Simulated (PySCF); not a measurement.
VOCl2, SMILES [Cl][V](=[O])[Cl] (connectivity only; charge and spin as stated), neutral, multiplicity 2.

The structure is a stationary point at ωB97X-D3(BJ)/def2-SVP. The multiplicity is an assumed one; other spin states were not compared. The isomer is the one that the SMILES or the coordinates give; other isomers of the formula were not compared.

Method: ωB97X-D3(BJ)/def2-SVP in PySCF.

Frequencies are harmonic and unscaled.

```
mode  ν (cm⁻¹)  IR (km/mol)  moving atoms (share of kinetic energy)
----  --------  -----------  --------------------------------------
1           50         43.9                 V 57 %, O 28 %, Cl 15 %
2          117          3.0                  Cl 68 %, V 23 %, O 8 %
3          233          0.0                         O 70 %, Cl 27 %
4          400         27.2                         Cl 80 %, V 15 %
5          532        167.9                         V 59 %, Cl 39 %
6         1208        221.7                          O 75 %, V 25 %
```
